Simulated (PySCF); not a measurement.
# Bi (bismuth, neutral) across methods

[Xe] 4f14 5d10 6s2 6p2 7s1, high-spin 4P determinant (an excited configuration). Calculation: PySCF 2.14, in aug-cc-pV5Z-PP with ECP60MDF (8s8p6d4f3g2h, 139 functions); a scalar-relativistic core potential.

```csv
method,E (hartree),mean ε 6s β (eV),mean ε 6p α (eV),mean ε 7s α (eV),Σ⟨r²⟩ (bohr²),⟨S²⟩
PBE,-214.4531,-16.672,-7.550,-2.015,96.92,3.751
LDA,-214.1373,-17.118,-7.645,-2.109,96.17,3.751
r2SCAN0,-214.4662,-17.849,-8.963,-2.360,97.92,3.754
BLYP,-214.3986,-16.710,-7.295,-1.823,97.27,3.751
UHF,-213.40632,-19.464,-11.284,-3.118,101.2,3.758
PBE0,-214.4282,-17.671,-8.642,-2.367,97.62,3.752
r2SCAN,-214.5203,-16.865,-8.005,-2.020,97.92,3.754
MN15,-214.0005,-18.985,-9.224,-2.523,96.34,3.753
```

Energies and moments cover only the electrons outside the core potential. Spin-orbit coupling is strong in this species (close to jj coupling), so the high-spin LS determinant is a model state, not a physical level. The outer electron is Rydberg-like, and this basis confines it to a smaller radius and binds it less than a complete one would.
